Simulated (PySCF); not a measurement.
Nuclear quadrupole coupling in `CC#C[Si@@H](F)S[SiH2]F`

C3H6F2SSi2.
Geometry (GFN2-xTB, Å), atoms numbered from 1 in this order:
```
atom  x, y, z in Å
C1     2.1013   -1.2573    1.9783
C2     1.5386   -0.7578    0.7490
C3     1.0696   -0.3564   -0.2876
Si4    0.3427    0.3396   -1.8210
F5    -0.6057   -0.8068   -2.4461
S6    -0.8992    2.0400   -1.3624
Si7   -2.5600    1.1094   -0.4023
F8    -3.4753    2.3204    0.1085
H9     2.5534   -0.4381    2.5368
H10    1.3209   -1.7139    2.5865
H11    2.8643   -2.0042    1.7609
H12    1.2550    0.7515   -2.8613
H13   -2.1368    0.3997    0.7881
H14   -3.3694    0.3737   -1.3495
```

Field gradients from the PBE0/pcSseg-1 density (PySCF, non-relativistic), principal values in atomic units, ordered |Vxx| ≤ |Vyy| ≤ |Vzz|:

| atom | Vxx | Vyy | Vzz |
| --- | --- | --- | --- |
| S6 | 0.3263 | 1.3122 | -1.6385 |

Find the asymmetry η = (Vxx − Vyy)/Vzz and the couplings χ = eQV/h (234.96 MHz × Q in barn × V in au), with Q(33S) = −0.0678 b.

```csv
atom,environment,nucleus,η,χzz (MHz),χxx (MHz),χyy (MHz)
S6,sulfur bonded to 2 Si,33S,0.60,26.10,-5.20,-20.90
```

The tensor is traceless: Vxx + Vyy + Vzz = 0.

What is Vzz at S6 in SI units (1 au = 9.71736 × 10²¹ V/m²)?

-1.6385 au = -15.922 × 10²¹ V/m².

What couplings would deuterons (Q(2H) = 0.00286 b) have in place of the hydrogens, at this geometry?

```tsv
atom	bonded to	bond length (Å)	Vzz (au)	η	χzz (kHz)
H9	C1	1.090	0.3071	0.03	206
H10	C1	1.090	0.3072	0.03	206
H11	C1	1.090	0.3072	0.03	206
H12	Si4	1.444	0.1711	0.01	115
H13	Si7	1.449	0.1671	0.02	112
H14	Si7	1.447	0.1684	0.01	113
```

The structure is a single GFN2-xTB conformer in the gas phase; no vibrational or solvent corrections. GFN2-xTB bond lengths can be off by several hundredths of an ångström, more for odd bonds, and the gradients follow them. The basis is small and wasn't made for field gradients, so the couplings can be 20 % off.
